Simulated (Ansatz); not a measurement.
C₂H₆BBr (`BC(C)Br`), relaxed with RKS PBE0-D4/def2-TZVP in Ansatz 0.2.0 from a PBE-D4/def2-SVP geometry. The force threshold is 0.005 eV/Å; the program also tests the step.

Total charge 0; spin multiplicity 1.

Start:

```xyz
10

B     0.344    1.383    0.314
C     0.474   -0.166    0.094
C    -0.704   -1.095   -0.017
Br    0.998    0.642   -1.729
H     1.276    2.008    0.778
H    -0.750    1.898    0.167
H     1.408   -0.659    0.421
H    -0.485   -2.017   -0.591
H    -1.587   -0.589   -0.453
H    -0.973   -1.405    1.017
```

Q: How much energy does the relaxation release, and in how many steps? (Best estimate.)

A: Ansatz gave: 3.93 kJ/mol, in 6 steps.

Q: Which bonds change most? (Estimate.)

A: The calculation gave: C2–Br4 from 2.061 to 2.028 Å; B1–H6 from 1.217 to 1.196 Å; B1–H5 from 1.214 to 1.194 Å; C2–H7 from 1.106 to 1.088 Å.

Q: Give the relaxed structure. (An estimate is asked.)

A: Ansatz gave: 
```xyz
10

B     0.336    1.372    0.327
C     0.475   -0.159    0.089
C    -0.697   -1.082   -0.017
Br    0.983    0.605   -1.719
H     1.257    1.991    0.765
H    -0.739    1.873    0.180
H     1.391   -0.644    0.418
H    -0.478   -1.986   -0.589
H    -1.562   -0.580   -0.453
H    -0.966   -1.389    1.000
```
